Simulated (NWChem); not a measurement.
Everything below was run with NWChem. System: SeSn, charge 0, spin multiplicity 1, displaced from the optimised geometry. The structure started from a generated list of species.

Job file:

```
start mol
memory heap 200 mb stack 900 mb global 1100 mb
geometry units angstroms nocenter noautoz
  Sn     0.000000     0.000000     0.965249
  Se     0.000000     0.000000    -1.419485
  symmetry group C2v
end
basis spherical
  * library def2-tzvp
end
ecp
  Sn library def2-ecp
end
dft
  xc xpbe96 cpbe96
  semidirect memsize 60000000 filesize 0
  iterations 100
  convergence nodiis damp 40
end
task dft gradient
```

The output up to the point where the run's verdict is printed (cleaned and shortened):

```
             Northwest Computational Chemistry Package (NWChem) 7.3.0
             --------------------------------------------------------

                                NWChem Input Module
                                -------------------

 Scaling coordinates for geometry "geometry" by  1.889725989
 (inverse scale =  0.529177249)

 Turning off AUTOSYM since
 SYMMETRY directive was detected!

                             Geometry "geometry" -> ""
                             -------------------------

 Output coordinates in angstroms (scale by  1.889725989 to convert to a.u.)

  No.       Tag          Charge          X              Y              Z
 ---- ---------------- ---------- -------------- -------------- --------------
    1 Sn                  50.0000     0.00000000     0.00000000     0.96524900
    2 Se                  34.0000     0.00000000     0.00000000    -1.41948500

 Effective nuclear repulsion energy (a.u.)     377.2334035156

            Nuclear Dipole moment (a.u.)
            ----------------------------
        X                 Y               Z
 ---------------- ---------------- ----------------
     0.0000000000     0.0000000000    -0.0000755890

      Symmetry information
      --------------------

 Group name             C2v
 Group number             16
 Group order               4
 No. of unique centers     2

      Symmetry unique atoms

     1    2


 Summary of "ao basis" -> "" (spherical)
 ------------------------------------------------------------------------------
       Tag                 Description            Shells   Functions and Types
 ---------------- ------------------------------  ------  ---------------------
 *                         def2-tzvp                  on all atoms

 Summary of "ao basis" -> "ao basis" (spherical)
 ------------------------------------------------------------------------------
       Tag                 Description            Shells   Functions and Types
 ---------------- ------------------------------  ------  ---------------------
 Sn                        def2-tzvp                16       50   6s5p3d2f
[...]
 !! scf_movecs_sym_adapt:   46 vectors were symmetry contaminated

 d= 0,ls=0.5         84  -2148.2846268164  1.40D+02  1.00D+00              20.0

 !! scf_movecs_sym_adapt:   46 vectors were symmetry contaminated

  Symmetry fudging

 !! scf_movecs_sym_adapt:   46 vectors were symmetry contaminated

 d= 0,ls=0.5         85  -2287.9908285382 -1.40D+02  1.00D+00              20.2

 !! scf_movecs_sym_adapt:   46 vectors were symmetry contaminated

  Symmetry fudging

 !! scf_movecs_sym_adapt:   46 vectors were symmetry contaminated

 d= 0,ls=0.5         86  -2148.2846268164  1.40D+02  1.00D+00              20.4

 !! scf_movecs_sym_adapt:   46 vectors were symmetry contaminated

  Symmetry fudging

 !! scf_movecs_sym_adapt:   46 vectors were symmetry contaminated

 d= 0,ls=0.5         87  -2287.9908285382 -1.40D+02  1.00D+00              20.5

 !! scf_movecs_sym_adapt:   46 vectors were symmetry contaminated

  Symmetry fudging

 !! scf_movecs_sym_adapt:   46 vectors were symmetry contaminated

 d= 0,ls=0.5         88  -2148.2846268164  1.40D+02  1.00D+00              20.7

 !! scf_movecs_sym_adapt:   46 vectors were symmetry contaminated

  Symmetry fudging

 !! scf_movecs_sym_adapt:   44 vectors were symmetry contaminated

 d= 0,ls=0.5         89  -2287.9908285383 -1.40D+02  1.00D+00              20.9

 !! scf_movecs_sym_adapt:   46 vectors were symmetry contaminated

  Symmetry fudging

 !! scf_movecs_sym_adapt:   46 vectors were symmetry contaminated

 d= 0,ls=0.5         90  -2148.2846268164  1.40D+02  1.00D+00              21.1

 !! scf_movecs_sym_adapt:   46 vectors were symmetry contaminated

  Symmetry fudging

 !! scf_movecs_sym_adapt:   46 vectors were symmetry contaminated

 d= 0,ls=0.5         91  -2287.9908285383 -1.40D+02  1.00D+00              21.3

 !! scf_movecs_sym_adapt:   46 vectors were symmetry contaminated

  Symmetry fudging

 !! scf_movecs_sym_adapt:   46 vectors were symmetry contaminated

 d= 0,ls=0.5         92  -2148.2846268164  1.40D+02  1.00D+00              21.4

 !! scf_movecs_sym_adapt:   46 vectors were symmetry contaminated

  Symmetry fudging

 !! scf_movecs_sym_adapt:   46 vectors were symmetry contaminated

 d= 0,ls=0.5         93  -2287.9908285383 -1.40D+02  1.00D+00              21.6

 !! scf_movecs_sym_adapt:   46 vectors were symmetry contaminated

  Symmetry fudging

 !! scf_movecs_sym_adapt:   46 vectors were symmetry contaminated

 d= 0,ls=0.5         94  -2148.2846268164  1.40D+02  1.00D+00              21.8

 !! scf_movecs_sym_adapt:   46 vectors were symmetry contaminated

  Symmetry fudging

 !! scf_movecs_sym_adapt:   46 vectors were symmetry contaminated

 d= 0,ls=0.5         95  -2287.9908285382 -1.40D+02  1.00D+00              21.9

 !! scf_movecs_sym_adapt:   46 vectors were symmetry contaminated

  Symmetry fudging

 !! scf_movecs_sym_adapt:   46 vectors were symmetry contaminated

 d= 0,ls=0.5         96  -2148.2846268164  1.40D+02  1.00D+00              22.1

 !! scf_movecs_sym_adapt:   46 vectors were symmetry contaminated

  Symmetry fudging

 !! scf_movecs_sym_adapt:   42 vectors were symmetry contaminated

 d= 0,ls=0.5         97  -2287.9908285382 -1.40D+02  1.00D+00              22.3

 !! scf_movecs_sym_adapt:   46 vectors were symmetry contaminated

  Symmetry fudging

 !! scf_movecs_sym_adapt:   46 vectors were symmetry contaminated

 d= 0,ls=0.5         98  -2148.2846268164  1.40D+02  1.00D+00              22.6

 !! scf_movecs_sym_adapt:   46 vectors were symmetry contaminated

  Symmetry fudging

 !! scf_movecs_sym_adapt:   46 vectors were symmetry contaminated

 d= 0,ls=0.5         99  -2287.9908285382 -1.40D+02  1.00D+00              22.9

 !! scf_movecs_sym_adapt:   46 vectors were symmetry contaminated

  Symmetry fudging

 !! scf_movecs_sym_adapt:   46 vectors were symmetry contaminated

 d= 0,ls=0.5        100  -2148.2846268164  1.40D+02  1.00D+00              23.1
```

The run did not converge; its last values are not results. The next line reads: Calculation failed to converge. NWChem stopped with the message: dft gradient failed.
